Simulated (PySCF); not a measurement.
**AsSe: frontier orbitals**

PW91 at R = 2.157 Å; PySCF, scalar-relativistic core potentials, basis sets As cc-pVDZ-PP with ECP10, Se cc-pVDZ-PP with ECP10. State: ²Π (doublet), unpaired electrons π ↑. Only the outer orbitals are listed, counted within each symmetry, core potentials removing the inner ones.

| spin | orbital | occ. | ε (eV) | on As (%) | main shells (%) |
| --- | --- | --- | --- | --- | --- |
| α | 7σ | 1 | -18.56 | 31 | 67 Se s, 26 As s |
| α | 8σ | 1 | -14.02 | 65 | 64 As s, 28 Se s |
| α | 9σ | 1 | -7.90 | 48 | 49 Se p, 40 As p |
| α | 5π | 1 | -7.33 | 38 | 61 Se p, 37 As p |
| α | 5π | 1 | -7.21 | 40 | 60 Se p, 39 As p |
| α | 6π | 1 | -4.35 | 61 | 60 As p, 38 Se p |
| α | 6π | 0 | -4.36 | 62 | 62 As p, 37 Se p |
| α | 10σ | 0 | -0.64 | 62 | 59 As p, 38 Se p |
| α | 11σ | 0 | 5.73 | 70 | 31 As p, 25 As s, 19 Se d |
| β | 7σ | 1 | -18.35 | 29 | 68 Se s, 23 As s |
| β | 8σ | 1 | -13.56 | 66 | 65 As s, 26 Se s |
| β | 9σ | 1 | -7.67 | 49 | 49 Se p, 40 As p, 8 As s |
| β | 5π | 1 | -7.20 | 34 | 65 Se p, 33 As p |
| β | 5π | 1 | -6.63 | 31 | 68 Se p, 30 As p |
| β | 6π | 0 | -4.11 | 66 | 66 As p, 33 Se p |
| β | 6π | 0 | -3.41 | 69 | 69 As p, 30 Se p |
| β | 10σ | 0 | -0.41 | 63 | 60 As p, 38 Se p |

Which are the highest filled and the lowest empty level, where do they sit, and how wide is the gap?

Highest filled α 6π at -4.35 eV (in %: 60 As p, 38 Se p); lowest empty α 6π at -4.36 eV (in %: 62 As p, 37 Se p); the gap at PW91 is -0.01 eV. Both belong to one degenerate shell, split only by its one-sided filling, so this is no excitation gap.

- bond order (Mayer): 2.32
- ⟨S²⟩: 0.753
- charge on As (Mulliken, basis-dependent): 0.09
- charge on As (Löwdin, basis-dependent): 0.05
- dipole moment (positive dipole means As(−)Se(+)): -0.75 D

Spin–orbit coupling is left out. The state was picked by a PBE0 search and need not be the measured ground state.
